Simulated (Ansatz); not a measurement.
Energy needed to pull apart AlNH$_{3}$I (SMILES [NH2][AlH][I]), singlet, into free ground-state atoms, from the structure below (displaced at random from a GFN2-xTB minimum); no zero-point or spin–orbit terms; open-shell atoms are treated unrestricted, in their ground-state multiplicity.

N1  (-0.647, 0.305, -0.760)
Al2  (0.404, -0.038, 0.619)
I3  (1.666, -2.190, 0.912)
H4  (-1.176, 1.132, -0.856)
H5  (-0.799, -0.247, -1.598)
H6  (0.588, 1.037, 1.730)
(Å)

Program: Ansatz 0.2.0. Basis: def2-TZVPP. Cores are frozen in the correlated methods. Filled d shells of the heavier atoms are correlated. Core potentials replace the inner electrons of the atoms past krypton. The def2 sets are not built for correlating such inner shells, so the correlated values are less sure here.

```csv
method,atomization energy (kJ/mol)
PBE-D4,1786
r2SCAN-D4,1773
PBE0-D4,1758
r2SCAN0-D4,1745
LC-wPBE,1756
wB97M-V,?
HF,?
MP2,1754
CCSD,1697
CCSD(T),1725
```

(1) What does HF give? (To be estimated.)

(2) What does wB97M-V give? (To be estimated.)

T1 diagnostic: at most 0.009.

Answers

(1) By the calculation: 1253 kJ/mol, which is about 472 kJ/mol less than CCSD(T)/def2-TZVPP.

(2) Computed: 1777 kJ/mol, which is about 52 kJ/mol more than CCSD(T)/def2-TZVPP.

In triple zeta the MP2 and coupled-cluster atomization energies are still short of their basis limit by a few kcal/mol a bond, whereas those of the functionals are nearly converged, so these differences are not deviations from converged CCSD(T).

For scale, one of the runs: CCSD(T)/def2-TZVPP forces, 165 basis functions (an equivalent command: `ansatz run in.yaml --threads 4`). Hardware: 4 CPU threads, shared host. Wall time 120 s; peak host memory 2.6 GiB.
